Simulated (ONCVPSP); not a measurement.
## An all-electron radial function and its pseudo partner (sulfur)

Columns: radius, all-electron u(r) and pseudo u(r) of the 3p shell (level -7.11 eV) of sulfur in the configuration [Ne] 3s2 3p4; LDA (Perdew-Wang 92), scalar-relativistic, ONCV scheme, ONCVPSP 4.0.1.

```csv
r (bohr),all-electron,pseudo
0.090,-0.1432,0.0068
0.180,-0.2921,0.0266
0.270,-0.3341,0.0583
0.360,-0.2867,0.1002
0.450,-0.1853,0.1511
0.540,-0.0585,0.2095
0.630,0.0748,0.2730
0.720,0.2028,0.3389
0.810,0.3189,0.4042
0.900,0.4200,0.4666
0.990,0.5050,0.5249
1.080,0.5741,0.5781
1.170,0.6284,0.6254
1.260,0.6690,0.6650
1.350,0.6976,0.6952
1.440,0.7157,0.7149
1.530,0.7250,0.7248
1.620,0.7267,0.7267
1.710,0.7223,0.7223
1.800,0.7128,0.7128
1.890,0.6994,0.6993
1.980,0.6827,0.6827
2.070,0.6636,0.6636
2.160,0.6428,0.6427
2.250,0.6206,0.6206
2.340,0.5975,0.5975
```

Question: How many radial nodes do the two functions have?

Answer: The all-electron 3p function has n − l − 1 = 1; the pseudo-wave has 0, since the states of the same l below it are removed with the core.

Question: At about which radius was the pseudo-wave matched?

Answer: 1.65 bohr. The columns agree to 0.0005 from 1.53 bohr on; several derivatives are matched, so the curves merge somewhat inside the radius.

Question: Where does each function peak?

Answer: Outermost all-electron maximum near 1.62 bohr, pseudo maximum near 1.62 bohr (to the table’s step).

Question: Is the pseudo-wave norm-conserving?

Answer: Yes: the ONCV scheme keeps the norm inside the radius equal to the all-electron one, which fixes the energy derivative of the logarithmic derivative at the level.
